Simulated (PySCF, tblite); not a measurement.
Isomers of C6H9F2 (doublet state), one GFN2-xTB conformer each. Single-point energies are computed at B3LYP/pcH-1 (PySCF, gas phase, no added dispersion term), electronic only. GFN2-xTB treats the open shell by occupation alone, and not every SCF solution was tested for stability.

```
               SMILES  GFN2-xTB relative energy (kcal/mol)
C=C[CH][C@@H](C)C(F)F                                  1.1
     CC[CH]/C=C\C(F)F                                  0.0
```

Conformers: `[CH2:1]=[CH:2][CH:3][C@@H:4]([CH3:5])[CH:6]([F:7])[F:8]` (doublet state) with C1–C2–C3–C4 -179°, C2–C3–C4–C5 121°, C3–C4–C6–F7 61°; `[CH3:1][CH2:2][CH:3]/[CH:4]=[CH:5]\[CH:6]([F:7])[F:8]` (doublet state) with C1–C2–C3–C4 -128°, C2–C3–C4–C5 179°, C4–C5–C6–F7 61°.

Problem. What does B3LYP/pcH-1 give for the same structures?

Solution. 
```json
{"SMILES": "C=C[CH][C@@H](C)C(F)F", "B3LYP/pcH-1 E (Eh)": "-433.71998", "B3LYP/pcH-1 (kcal/mol)": "0.0", "GFN2-xTB (kcal/mol)": "1.1", "point group": "C1"}
{"SMILES": "CC[CH]/C=C\\C(F)F", "B3LYP/pcH-1 E (Eh)": "-433.71875", "B3LYP/pcH-1 (kcal/mol)": "0.8", "GFN2-xTB (kcal/mol)": "0.0", "point group": "C1"}
```

GFN2-xTB puts CC[CH]/C=C\C(F)F lowest instead. Neighbours under 5.0 kcal/mol apart (C=C[CH][C@@H](C)C(F)F and CC[CH]/C=C\C(F)F) can change places with a better method, another conformer or zero-point energy.

Problem. What happens when harmonic zero-point energies from GFN2-xTB frequencies are added?

Solution. 
```
               SMILES  ZPE (kcal/mol)  electronic (kcal/mol)  with ZPE (kcal/mol)
C=C[CH][C@@H](C)C(F)F            83.4                    0.0                  0.0
     CC[CH]/C=C\C(F)F            83.8                    0.8                  1.2
```

The zero-point energies span 0.4 kcal/mol. The order is unchanged.
